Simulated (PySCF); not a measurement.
## How methods differ on the interval between two levels of Cl³⁺

Cl³⁺ [Ne] 3s2 3p2 [3P2, M_J = 2] → Cl³⁺ [Ne] 3s1 3p3 [5S2, M_J = 2], as a difference of total energies. Calculation: PySCF 2.14, in x2c-SVPall-2c with one added diffuse shell each of s, p type (5s5p1d, 25 functions); the two-component X2C-1e Hamiltonian. Correlated levels: [Ne] frozen. "Screened" scales the spin-orbit matrix elements by Boettger's factors to mimic the two-electron term; Breit and QED terms are absent.

```csv
method,interval between two levels (cm⁻¹)
GHF (spin-free),55117
GMP2 (spin-free),64137
GHF (screened spin-orbit),54636
GMP2 (screened spin-orbit),63655
```

The labels give the starting determinants; with spin-orbit coupling the two ends relaxed to ⟨J²⟩ = 6.01, ⟨L²⟩ = 2.02, ⟨S²⟩ = 2.00 and ⟨J²⟩ = 6.00, ⟨L²⟩ = 0.00, ⟨S²⟩ = 6.00.
